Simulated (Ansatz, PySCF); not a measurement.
Reaction (SMILES): [F][Ge]([F])([Br])[Br] [dibromo(difluoro)germane] → F atom + [F][Ge]([Br])[Br] (the F-Ge bond at the site shown breaks; other sites are not compared here)
Geometries: B3LYP-D3(BJ)/def2-TZVP minima from Ansatz (a program for electronic structure). Frequencies are from Ansatz or PySCF.

Quantity: bond dissociation energy (enthalpy at 298 K, with B3LYP-D3(BJ) rigid-rotor harmonic-oscillator terms), in kcal/mol. Correlated levels leave the core frozen unless marked. Open shells are spin-unrestricted. Spin-orbit coupling is left out. Frozen are the shells of the preceding noble gas and the d and f shells that filled before the atom's block. No relativistic terms. CBS(X,Y): correlation extrapolated as X^-3; Hartree-Fock from the larger set (for Q and 5 zeta extrapolated as (X+1)exp(-9√X)). [CCSD(T)-MP2]/basis is that difference in the basis named.

```csv
level,program,bond dissociation energy (kcal/mol)
PBE-D3(BJ)/def2-TZVPD,Ansatz + dftd3,119.3
BLYP-D3(BJ)/def2-TZVPD,Ansatz + dftd3,114.2
PBE0/STO-3G,Ansatz,104.9
PBE0-D4/def2-TZVP,Ansatz + dftd4,117.5
LC-wPBE-D4/def2-TZVPD,Ansatz + dftd4,124.2
"MP2/CBS(cc-pVTZ,cc-pVQZ)",Ansatz,135.8
SCS-MP2/cc-pVTZ,Ansatz,127.2
CCSD/cc-pVDZ,Ansatz,110.3
"RI-MP2/CBS(cc-pVTZ,cc-pVQZ)+[CCSD(T)-MP2]/cc-pVDZ",Ansatz,128.1
"CCSD(T)/CBS(cc-pVQZ,cc-pV5Z)",Ansatz,127.6
```
